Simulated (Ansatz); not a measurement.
`FC1CCCCC1` + CH₄ → `CC1CCCCC1` + H–F  (formal exchange of groups at a C–F bond)

Gas-phase electronic energies from Ansatz, PBE0-D4/def2-TZVP geometries. CBS: MP2 limit from def2 TZ/QZ plus the TZ coupled-cluster correction, frozen cores. This one scheme is used for every species. Functionals use def2-TZVPP. B3LYP here is the variant with VWN-RPA as its local correlation; programs differ in this.

CCSD(T)/CBS gives -24.6 kJ/mol.

Question: Another level gave -5.8 kJ/mol. Which?
A. PBE0/def2-TZVPP
B. MP2/def2-TZVPP
C. r2SCAN-D4/def2-TZVPP
D. B3LYP/def2-TZVPP

Answer: C. r2SCAN-D4 -5.8, MP2/def2-TZVPP -32.0, PBE0 -11.2, B3LYP 2.2 kJ/mol.

Largest T1 diagnostic among the species: 0.010.

From PBE to PBE0 (25 % exact exchange), in def2-TZVPP and without D4, ΔE moves by −5.2 kJ/mol. The D4 term adds −8.9 kJ/mol with B3LYP and −5.1 kJ/mol with PBE0; it sums over pairs of atoms, weighted by their polarisabilities, and B3LYP, whose exchange is more repulsive, gets the larger term.
